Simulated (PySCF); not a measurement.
A structure optimised at TPSSh-D3(BJ)/def2-SVP, used in a PySCF frequency run:

```xyz
6

Ga     0.4140    -0.8846     0.0000
H      1.8953    -1.3367     0.0000
Br    -0.1344     1.3526     0.0000
N     -1.0136    -1.9889     0.0000
H     -1.9742    -1.6579     0.0000
H     -0.9546    -3.0031     0.0000
```
Charge 0, spin multiplicity 1.

### Question
Write its SMILES, formula and point group.

### Answer
[NH2][GaH][Br], BrGaH3N, Cs

### Question
What are its rotational constants (standard atomic weights)?

### Answer
14.077, 1.8774, 1.6565 GHz
